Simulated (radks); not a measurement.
The numbers below are computed, except where a source is named.
Species: the palladium ion Pd2+. Configuration: [Kr] 4d8. Level of theory: scalar-relativistic Kohn-Sham, r2SCAN, spin-polarised, spherical densities, finite nucleus; open shells are filled with parallel spins first (spin-orbit coupling, left out, can overturn this in heavy ions); meta-GGA in the generalised Kohn-Sham scheme; Fermi nuclear charge, rms radius 4.5318 fm; hard spherical wall at 2.5 bohr (a radial shooting solver on a logarithmic mesh with Libxc functionals). Some entries of the table are withheld. Estimate them.

orbital,occ.,eigenvalue (eV),<r> (bohr)
1s down,1,-24223.16,0.03186
1s up,1,-24223.15,0.03186
2s up,1,-3558.203,0.1383
2s down,1,-3557.607,0.1383
2p up,3,-3188.114,0.1206
2p down,3,-3187.674,0.1206
3s up,1,-655.7083,0.3786
3s down,1,-655.5621,0.3786
3p up,3,-533.1140,0.3784
3p down,3,-532.9024,0.3784
3d up,5,-338.8437,0.3582
3d down,5,-338.3921,0.3582
4s up,1,-102.2533,0.9532
4s down,1,-100.1647,0.9520
4p up,3,-67.4181,1.033
4p down,3,-65.2429,1.032
4d up,5,(1),1.192
4d down,3,(2),1.192
5s up,0,18.6754,1.537
5s down,0,20.4883,1.540
4f up,0,36.9704,(3)
5p up,0,37.7310,(4)
4f down,0,39.0760,(5)
5p down,0,39.4573,(6)

Answer. 
(1) 4d up eigenvalue (eV): -15.5408
(2) 4d down eigenvalue (eV): -13.3095
(3) 4f up <r> (bohr): 1.386
(4) 5p up <r> (bohr): 1.527
(5) 4f down <r> (bohr): 1.389
(6) 5p down <r> (bohr): 1.530
